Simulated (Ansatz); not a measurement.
Coupled-cluster run, CH₄BF₂Sb, SMILES `FB(F)[CH2][SbH2]`.

```yaml
crystal:
  periodic: [false, false, false]
  atoms:
    - {symbol: F, position_ang: [1.969151, -0.387419, 0.725623]}
    - {symbol: B, position_ang: [1.079256, -0.465904, -0.254638]}
    - {symbol: F, position_ang: [1.049352, -1.612002, -0.921313]}
    - {symbol: C, position_ang: [0.119422, 0.692294, -0.579474]}
    - {symbol: Sb, position_ang: [-1.704019, 0.455455, 0.610990]}
    - {symbol: H, position_ang: [0.510281, 1.672455, -0.306330]}
    - {symbol: H, position_ang: [-0.218748, 0.701673, -1.615634]}
    - {symbol: H, position_ang: [-1.856804, -1.212694, 0.266328]}
    - {symbol: H, position_ang: [-0.859290, 0.109842, 2.057345]}
basis:
  gaussian: {orbitals: def2-SVP}
correlation: {method: ccsd_t}
```

```sh
$ ansatz run in.yaml --threads 4 --pin off --events-out ev --progress --plain
```

The program prints (abridged):

```
Functional definition: HF
1084 factors; integrals over basis functions are off by at most 8.4e-4 eV
mean field evaluation 1: about -13682.5292 eV, gradient 3.4e1 eV
mean field evaluation 2: about -13682.6439 eV, gradient 3.4e1 eV
mean field evaluation 4: about -13685.2517 eV, gradient 2.8e0 eV
mean field evaluation 8: about -13685.2887 eV, gradient 2.2e-1 eV
mean field -13685.28896619 eV, -502.9250932854 hartree, gradient 1.7e-6 eV, S^2 0.000000; 0 other end points of the search recorded, 0 dependent functions left out
8 core orbitals not correlated: weight in the atoms' cores, before any rotation towards them, 1.000 or more for the frozen orbitals, at most 0.000 for the correlated occupied ones
reference -13685.28896619 eV, -502.9250932854 hartree; 20, 20 occupied and 74, 74 virtual orbitals, 1084 factors
second order -19.34565638 eV of doubles, -0.00000000 eV of singles
cycle   1  -19.80931455 eV  change   -4.6e-1 eV  update   1.1e-1
cycle   2  -20.29389200 eV  change   -4.8e-1 eV  update   3.2e-2
cycle   3  -20.41468693 eV  change   -1.2e-1 eV  update   1.7e-2
cycle   4  -20.40963771 eV  change    5.0e-3 eV  update   4.1e-3
cycle   5  -20.40748626 eV  change    2.2e-3 eV  update   1.6e-3
cycle   6  -20.40760554 eV  change   -1.2e-4 eV  update   4.8e-4
cycle   7  -20.40748617 eV  change    1.2e-4 eV  update   1.7e-4
cycle   8  -20.40743568 eV  change    5.0e-5 eV  update   5.7e-5
cycle   9  -20.40745872 eV  change   -2.3e-5 eV  update   2.0e-5
perturbative correction -0.48192153 eV, -0.0177102896 hartree
Total energy: -13706.17834644 eV, -503.6927638502 hartree
```

Run time 7 s (4 threads of a server CPU on a shared host); peak host memory 0.53 GiB.

The correlation energy is -20.889 eV, 2.3 % of it from (T); the T1 diagnostic reads 0.0117.
